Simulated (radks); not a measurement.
Values are calculated unless marked as measured or tabulated.
These are the eigenvalues of the occupied orbitals of an atom or ion with whole-number occupations (Ry). Level of theory: Dirac Kohn-Sham, PBE, spin-unpolarised, spherical densities, finite nucleus; Fermi nuclear charge, rms radius of each element as measured or else 0.836 A^(1/3) + 0.57 fm (a radial shooting solver on a logarithmic mesh with Libxc functionals).

orbital  eigenvalue
1s1/2     -1040.238
2s1/2     -136.9638
2p1/2     -123.7717
2p3/2     -119.8153
3s1/2     -19.39228
3p1/2     -14.73417
3p3/2     -14.15237
3d3/2      -6.03709
3d5/2      -5.94137
4s1/2      -1.69342
4p1/2      -0.71128
4p3/2      -0.66452

Which element is it, and in what charge state? The configuration may be excited. Open shells, if any, are shared by 2j + 1.

Answer. Z = 36, krypton, charge 0: Kr in [Kr]. The list shows which subshells hold electrons but not how many an open one holds; the 1s level, -520.12 hartree, gives Z - s = 32.3 by -(Z - s)^2/2, which with screening and relativity narrows Z to a few neighbours, and the depths of the outer levels then fix element, charge and occupations together.
